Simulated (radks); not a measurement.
The numbers below are computed, except where a source is named.
All-electron atom: the aluminium ion Al2+ in [Ne] 6f1 (not the ground configuration).

Code: a radial shooting solver on a logarithmic mesh with Libxc functionals. Model: non-relativistic Kohn-Sham, LDA (Slater exchange, Perdew-Wang correlation), spin-polarised, spherical densities, point nucleus; open shells are filled with parallel spins first.

Energy parts (eV):
total: -6516.417
kinetic: 6500.358
electron-nucleus: -15262.798
Hartree: 2701.954
exchange-correlation: -455.930

Orbitals (lengths in bohr, moments of r in powers of bohr; r(max) is where P^2 peaks):
orbital  occ.  eigenvalue (eV)     <r^4>    <1/r>     <r>   r(max)
1s up       1        -1534.100  0.001003    12.53  0.1209  0.07896
1s down     1        -1534.100  0.001003    12.53  0.1209  0.07896
2s up       1        -139.2009    0.4127    2.331  0.6273   0.4988
2s down     1        -139.2005    0.4126    2.331  0.6273   0.4988
2p up       3        -101.9019    0.4586    2.221  0.5981   0.4267
2p down     3        -101.9012    0.4583    2.221  0.5981   0.4267
6f up       1          -3.0757    101300  0.08546   15.63    17.36
6f down     0          -2.9087    108700  0.08528   15.83    17.65

The highest occupied level is 6f up at -3.076 eV. The electron density at the nucleus is 1388 e/bohr^3. Summed over all electrons, <r^2> = 279.7 bohr^2, which gives a Langevin (diamagnetic) susceptibility term of -222 x 10^-6 cm^3/mol. The density falls to 0.001 e/bohr^3 at r = 2.01 bohr. The spin density at the nucleus is -0.001060 e/bohr^3 (1s 0.000100, 2s -0.001160), a Fermi contact field of -0.0556 T. Spin moment in Bohr magnetons: 1.
